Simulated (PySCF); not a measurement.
**SrBr⁺: energy against distance**

Set-up: PySCF, scalar-relativistic core potentials, basis sets Sr def2-SVP with ECP28, Br def2-SVP. Energies in eV from Sr⁺ + Br in their ground configurations at the same level. State: ¹Σ⁺ (singlet), closed shell.

All columns are PBE. A positive dipole points towards Br; it is taken about the centre of mass and depends on that origin.

| R (Å) | E (eV) | μ (D) | Mulliken charge on Sr (basis-dependent) | HOMO (eV) | LUMO (eV) | Mayer bond order | ⟨S²⟩ |
| --- | --- | --- | --- | --- | --- | --- | --- |
| 2.283 | -2.826 | -8.48 | 0.99 | -11.79 | -7.33 | 1.67 | 0.00 |
| 2.389 | -3.445 | -9.26 | 1.05 | -11.51 | -7.41 | 1.60 | 0.00 |
| 2.496 | -3.782 | -10.01 | 1.09 | -11.17 | -7.49 | 1.53 | 0.00 |
| 2.575 | -3.901 | -10.54 | 1.12 | -10.94 | -7.56 | 1.49 | 0.00 |
| 2.655 | -3.935 | -11.06 | 1.15 | -10.72 | -7.64 | 1.45 | 0.00 |
| 2.735 | -3.903 | -11.55 | 1.17 | -10.52 | -7.72 | 1.41 | 0.00 |
| 2.841 | -3.786 | -12.19 | 1.20 | -10.26 | -7.82 | 1.37 | 0.00 |
| 2.974 | -3.561 | -12.93 | 1.22 | -9.98 | -7.94 | 1.32 | 0.00 |
| 3.133 | -3.225 | -13.75 | 1.25 | -9.68 | -8.09 | 1.27 | 0.00 |
| 3.345 | -2.734 | -14.70 | 1.27 | -9.35 | -8.26 | 1.23 | 0.00 |

A fit through these points gives, at Re = 2.652 Å, μ = -11.04 D and dμ/dR = -6.36 D/Å; the reduced mass is 41.58 u.

Q: How strong is the fundamental in the double-harmonic approximation, I = 42.26·(dμ/dR)²/μred km/mol?

A: I = 42.26·(-6.36)²/41.58 = 41.1 km/mol at PBE.

For an ion De counts to the pair picked by the measured ionisation energies or electron affinities, which need not be the lowest pair at this level.
